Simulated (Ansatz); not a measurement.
Relaxation of (H2Ga-mu-Cl)2 (Ga2H4Cl2) with RKS PBE-D4/def2-SVP.

```sh
$ ansatz run in.yaml --threads 4 --pin off --events-out ev --progress --plain --max-ram 3916MiB
```

```yaml
crystal:
  periodic: [false, false, false]
  atoms:
    - {symbol: Ga, position_ang: [-0.786290, -0.497290, 1.336610]}
    - {symbol: H, position_ang: [-1.306190, -1.956050, 1.379650]}
    - {symbol: H, position_ang: [-0.973850, 0.513480, 2.494820]}
    - {symbol: Cl, position_ang: [1.388420, -0.475220, 0.640100]}
    - {symbol: Ga, position_ang: [0.785910, 0.497080, -1.336520]}
    - {symbol: H, position_ang: [0.975990, -0.512790, -2.495050]}
    - {symbol: H, position_ang: [1.304690, 1.956130, -1.379210]}
    - {symbol: Cl, position_ang: [-1.388680, 0.474650, -0.640400]}
basis:
  gaussian: {orbitals: def2-SVP}
hamiltonian: {xc: pbe, dispersion: d4}
scf: {lower_state_search: "off"}
output: {orbitals: {seedname: orbitals}}
relax: {f_tol: 0.02, max_steps: 100}
```

It took 6 s on 4 threads of Arm Neoverse N1 on a shared host.

Positions (Å) and forces (eV/Å) at steps 1, 2, 3, 4 of 4:

```xyz
8
step=1 energy=-129821.9122 eV
Ga   -0.786   -0.497    1.337   -0.627   -0.403    1.059
H    -1.306   -1.956    1.380   -0.028   -0.320   -0.176
H    -0.974    0.513    2.495    0.059    0.347    0.127
Cl    1.388   -0.475    0.640    1.190   -0.408    0.548
Ga    0.786    0.497   -1.337    0.629    0.404   -1.059
H     0.976   -0.513   -2.495   -0.061   -0.348   -0.128
H     1.305    1.956   -1.379    0.028    0.322    0.177
Cl   -1.389    0.475   -0.640   -1.191    0.406   -0.548
8
step=2 energy=-129822.1377 eV
Ga   -0.797   -0.505    1.355   -0.295   -0.188    0.499
H    -1.282   -1.996    1.299    0.028    0.044   -0.028
H    -0.935    0.593    2.468    0.020   -0.012   -0.053
Cl    1.450   -0.496    0.668    0.397   -0.136    0.183
Ga    0.797    0.505   -1.355    0.296    0.188   -0.501
H     0.935   -0.593   -2.468   -0.021    0.013    0.054
H     1.281    1.996   -1.299   -0.028   -0.044    0.029
Cl   -1.450    0.496   -0.669   -0.398    0.135   -0.182
8
step=3 energy=-129822.1699 eV
Ga   -0.825   -0.522    1.402    0.073    0.046   -0.124
H    -1.289   -2.012    1.303   -0.007   -0.005    0.012
H    -0.938    0.602    2.482   -0.007   -0.004    0.012
Cl    1.469   -0.503    0.677   -0.047    0.016   -0.022
Ga    0.825    0.522   -1.402   -0.073   -0.046    0.124
H     0.939   -0.602   -2.483    0.007    0.004   -0.013
H     1.289    2.012   -1.302    0.007    0.005   -0.012
Cl   -1.469    0.502   -0.678    0.047   -0.016    0.021
8
step=4 energy=-129822.1721 eV
Ga   -0.818   -0.518    1.390   -0.001   -0.001    0.001
H    -1.287   -2.007    1.301    0.000    0.001    0.000
H    -0.937    0.600    2.477    0.000    0.000   -0.001
Cl    1.469   -0.503    0.677    0.014   -0.005    0.007
Ga    0.818    0.518   -1.390    0.001    0.001   -0.001
H     0.937   -0.600   -2.478    0.000    0.000    0.001
H     1.286    2.007   -1.300    0.000   -0.001    0.000
Cl   -1.469    0.502   -0.678   -0.014    0.005   -0.006
```
